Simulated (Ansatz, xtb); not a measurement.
Isomers of FHPTe− in order of energy

3 gas-phase structures of FHPTe−, found in a search over its isomers (lower ones may exist). Each was relaxed with GFN2-xTB:

A. `F[P-][TeH]`, a singlet
B. a singlet given by its coordinates
C. `FP[Te-]`, a singlet

B (Å):

```yaml
atoms:
  - { symbol: F, position_ang: [-2.1355, -0.3764, 1.4330] }
  - { symbol: P, position_ang: [1.1435, -0.0808, -0.3665] }
  - { symbol: Te, position_ang: [-0.5377, -1.5228, 0.3985] }
  - { symbol: H, position_ang: [1.9202, -0.0575, 0.7726] }
```

Close contacts (Å): F1–Te3 2.22, P2–Te3 2.34, P2–H4 1.38.

Problem. Estimate their order in r2SCAN-D4/def2-SVPD energy at these geometries, lowest first.

Solution. Calculated order at r2SCAN-D4/def2-SVPD: C (0.000), B (0.933), A (1.217) eV.

Energies above the lowest of each column, in eV; the last columns are at B3LYP-D3(BJ)/def2-SVPD geometries:

| structure | GFN2-xTB | HF/STO-3G | r2SCAN-D4/def2-SVPD | B3LYP-D3(BJ)/def2-SVPD | CCSD(T)/def2-TZVPPD |
| --- | --- | --- | --- | --- | --- |
| C | 0.000 | 0.000 | 0.000 | 0.000 | 0.000 |
| B | 0.388 | 3.522 | 0.933 | 0.958 | 1.072 |
| A | 0.705 | 2.210 | 1.217 | 1.249 | 1.252 |

Every level run on C puts it lowest or level with the lowest. Flexible structures stand in one conformer each, not always the lowest. Large T1 diagnostics make some coupled-cluster values less sure. Atoms past krypton carry core potentials in the def2 sets, without spin–orbit terms.

Programs: Ansatz 0.2.0, xtb 6.7.1.
